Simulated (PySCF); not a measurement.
Species: C7H5P.
Geometry (GFN2-xTB, Å), atoms numbered from 1 in this order:
```xyz
13
C7H5P angstrom
C      3.320   -0.959   -0.024
C      2.147   -0.702    0.023
C      0.769   -0.397    0.077
C      0.334    0.818   -0.442
C     -0.988    1.222   -0.445
C     -2.012    0.443    0.077
C     -1.805   -0.796    0.644
P     -0.277   -1.600    0.809
H      4.344   -1.185   -0.064
H      1.081    1.477   -0.867
H     -1.233    2.184   -0.872
H     -3.022    0.830    0.037
H     -2.662   -1.335    1.029
```

Computed with PySCF, TDDFT B3LYP/def2-SVPD, vertical, gas phase, core orbitals frozen in the response.

Ground-to-excited transition dipoles (e·a0, same axes as the geometry; the sign carries no meaning), for the states with f of 0.002 or more among the lowest 8:

```
state  E (eV)      μx      μy      μz
   S1   4.271   0.481   0.159  -0.147
   S2   4.529  -1.118  -0.290   0.299
   S3   4.540  -0.010  -0.086  -0.193
   S4   4.944  -0.031  -0.107  -0.222
   S5   5.172  -0.021  -0.056  -0.121
   S6   5.441   1.269  -1.151   0.369
   S8   5.674   0.624   0.315  -0.242
```

Question: What oscillator strength does each state have?

Answer: f = (2/3) ΔE |μ|² with ΔE in hartree (27.2114 eV).

```csv
state,|μ|² (au),|μ| (D),f
S1,0.278,1.34,0.029
S2,1.423,3.03,0.158
S3,0.045,0.54,0.005
S4,0.062,0.63,0.007
S5,0.018,0.34,0.002
S6,3.072,4.46,0.410
S8,0.548,1.88,0.076
```

Question: Label these states by symmetry in Cs.

Answer: Polarised normal to the mirror plane, so A″: S3, S4 and S5. Polarised in the mirror plane, so A′: S1, S2, S6 and S8.

Question: Which bond between heavy atoms lies closest to the direction of the S6 transition dipole?

Answer: C7–P8, at 16° from it; next C4–C5 and C3–C4 at 28°.

Question: What angle do the transition dipoles of S1 and S2 make?

Answer: |cos θ| = |μa·μb| / (|μa| |μb|) = 1.00, so θ ≈ 4° (taken between 0 and 90°, since the signs are arbitrary).

Question: How is the summed strength of these states shared among x, y and z?

Answer: (2/3) Σ ΔE μα² gives 0.432 for x, 0.205 for y and 0.050 for z, 0.687 in all.

Question: What peak molar absorption coefficient would the strongest computed level give as a lone Gaussian band 0.4 eV wide at half height?

Answer: ε(max) = 2.175×10⁸ f / FWHM, with the width in cm⁻¹. S6: 2.175×10⁸ × 0.4096 / 3226 ≈ 28000 L mol⁻¹ cm⁻¹.
